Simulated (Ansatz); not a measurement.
`[SiH3][SiH2][SiH2][SiH3]` + BH₃ → `B[SiH2][SiH2][SiH3]` + SiH₄ at 600 K and 1 bar (formal exchange of groups at the Si–Si bond).

Program: Ansatz. Geometries: PBE0-D4/def2-TZVP. ΔE: electronic, gas phase. CCSD(T)/CBS is the MP2 limit (def2-TZVPP, def2-QZVPP) plus CCSD(T) − MP2 in def2-TZVPP, frozen cores. This one scheme is used for every species. Each species was taken in one conformer, which may not be the lowest.

```
                   species  CCSD(T)/CBS energy (Eh)  H − E (kJ/mol)  S (J/(mol·K))
`[SiH3][SiH2][SiH2][SiH3]`              -1162.31008           307.0          544.8
                       BH₃                -26.55200            91.5          217.3
     `B[SiH2][SiH2][SiH3]`               -897.39286           287.8          520.7
                      SiH₄               -291.46306           108.7          242.3
```

H − E and S are ideal-gas, rigid-rotor, harmonic terms from PBE0-D4/def2-TZVP, for one conformer and one mirror image of each species. 1 Eh = 2625.50 kJ/mol, R = 8.31446 J/(mol·K).

Question: By hand: ΔE, ΔH, ΔS and ΔG.

Answer: ΔE = (-897.39286) + (-291.46306) − (-1162.31008) − (-26.55200) = 0.00616 Eh = 16.2 kJ/mol. Δ(H − E) = 287.8 + 108.7 − 307.0 − 91.5 = -2.0, so ΔH = 14.2 kJ/mol. ΔS = 520.7 + 242.3 − 544.8 − 217.3 = 0.9 J/(mol·K). ΔG = 14.2 − 600 × (0.9)/1000 = 13.7 kJ/mol.

Question: By hand: the equilibrium constant, and the temperature at which ΔG would vanish if ΔH and ΔS stayed fixed.

Answer: log₁₀ K = −ΔG/(RT ln 10) = -1.2. ΔG = 0 at ΔH/ΔS = 15778 K, far beyond where these terms or the molecules hold.

The number of gas molecules stays the same, so ΔS is small and ΔH decides. A doubt of 5 kJ/mol in ΔE shifts log₁₀ K by 0.4 here. Other conformers and mirror images would add mixing entropy, several J/(mol·K) or more a flexible species. Modes under 60 cm⁻¹, often nearly free rotors, make the harmonic entropy too high. These are equilibria of isolated gas molecules and say nothing of rates. Largest T1 diagnostic: 0.014 (customary marks: 0.02 for closed shells, 0.045 for open ones).
